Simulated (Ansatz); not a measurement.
Correlation energies of `N#[C][Ge]([Cl])([Cl])[C]#N` by basis set

Cartesian coordinates in Å:
```
N 1.668 -2.148 -0.676
C 0.935 -1.271 -0.545
Ge -0.283 0.179 -0.349
Cl -2.236 -0.497 -0.758
Cl 0.279 1.737 -1.650
C -0.202 0.806 1.448
N -0.161 1.193 2.530
```

Total charge 0; spin multiplicity 1. Correlated methods include outer-core shells of Ge, which these sets cover unevenly. Scalar relativity is left out up to krypton. All single points use the PBE0-D4/def2-TZVP geometry. Frozen core, restricted reference, the Gaussian-basis code of Ansatz.

```csv
basis,HF (Eh),MP2 corr.,CCSD corr.,(T),CCSD(T) total
def2-SVP,-3178.37212,-1.02938,?,-0.03919,?
def2-TZVPP,?,-1.27648,?,?,?
def2-QZVPP,-3179.24891,-1.62025,–,–,–
```

(1) Fill in the withheld values. (Best estimate.)

Results:

(1) Ansatz gave: def2-SVP CCSD corr.: -1.04869; def2-SVP CCSD(T) total: -3179.46000; def2-TZVPP HF (Eh): -3179.17569; def2-TZVPP CCSD corr.: -1.29750; def2-TZVPP (T): -0.06599; def2-TZVPP CCSD(T) total: -3180.53918.
